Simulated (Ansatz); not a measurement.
The cluster Sn₃H₆⁻. Total charge -1; doublet. Geometry PBE0-D4/def2-SVP, that of the neutral singlet.

Cartesian coordinates in Å:
```
Sn 0.0484 -0.8945 -1.0144
Sn -0.8419 -0.1927 2.1260
Sn -0.0531 1.6675 0.0596
H -0.6953 -1.5413 0.5958
H -1.1769 -1.5916 -1.9960
H 1.5137 2.3469 -0.1124
H -1.1417 2.5584 -0.9278
H 1.4342 -1.9040 -1.0359
H 0.9126 -0.4487 2.3051
```

In the def2 sets Sn takes a core potential; there is no spin–orbit coupling. At PBE-D4/def2-TZVPD, r2SCAN-D4/def2-TZVPD, PBE0-D4/def2-TZVPD the highest occupied level of the charge -1 doublet lies above zero (up to 1.21 eV). By energy differences its removal costs 0.67 eV (vertical, to the charge 0 singlet, at PBE-D4/def2-TZVPD); a positive level beside a positive removal energy at the same level points to self-interaction error. The structure comes from a short search, and lower isomers may exist.

**Question.** Estimate the α-spin orbital energies around the gap (eV) in Ansatz with PBE-D4/def2-TZVPD, r2SCAN-D4/def2-TZVPD, PBE0-D4/def2-TZVPD.

**Answer.** 
```
orbital  PBE-D4/def2-TZVPD  r2SCAN-D4/def2-TZVPD  PBE0-D4/def2-TZVPD
 HOMO−5              -3.93                 -4.27               -5.16
 HOMO−4              -3.79                 -4.04               -4.92
 HOMO−3              -3.09                 -3.35               -4.09
 HOMO−2              -2.22                 -2.40               -3.14
 HOMO−1              -1.36                 -1.48               -2.06
   HOMO               1.21                  1.16                0.76
   LUMO               1.76                  1.97                2.34
 LUMO+1               1.87                  2.07                2.52
 LUMO+2               2.52                  2.82                3.02
 LUMO+3               2.72                  3.05                3.20
 LUMO+4               2.95                  3.24                3.60
 LUMO+5               3.25                  3.68                3.78
 β HOMO              -1.25                 -1.37               -1.92
 β LUMO               1.66                  2.00                2.33
```
